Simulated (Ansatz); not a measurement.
A series at Ge: from GeH₄, ligands are replaced one by one, each step taking up NH₃ and setting free H₂; n counts the steps. Ansatz, PBE0-D4/def2-TZVP geometries. Each molecule was computed in one conformer, which needn't be the lowest.

| n | molecule | HOMO energy, ωB97M-V/def2-TZVPP (eV) |
| --- | --- | --- |
| 0 | GeH₄ | -11.91 |
| 1 | `[NH2][GeH3]` | -9.68 |
| 2 | `[NH2][GeH2][NH2]` | ? |
| 3 | `[NH2][GeH]([NH2])[NH2]` | -9.50 |
| 4 | `[NH2][Ge]([NH2])([NH2])[NH2]` | -9.28 |

By hand: fit a straight line y = ȳ + b (n − n̄) to the 4 given rows and predict n = 2.

n̄ = 2.000, ȳ = -10.092; Σ(n − n̄)(y − ȳ) = 5.440, Σ(n − n̄)² = 10.000, so b = 0.544 eV a step. Prediction: -10.092 + (0.544) × (0.000) = -10.09 eV.

By hand: compare with the computed value, -9.62 eV, and give the steps along the whole series.

The line misses by 0.47 eV (computed minus predicted). Steps: 2.23, 0.06, 0.12, 0.22 eV.

One step carries most of the change, so a line is a poor guide. The highest orbital can change its character along such a series. The miss is 17.9 % of the series' range.
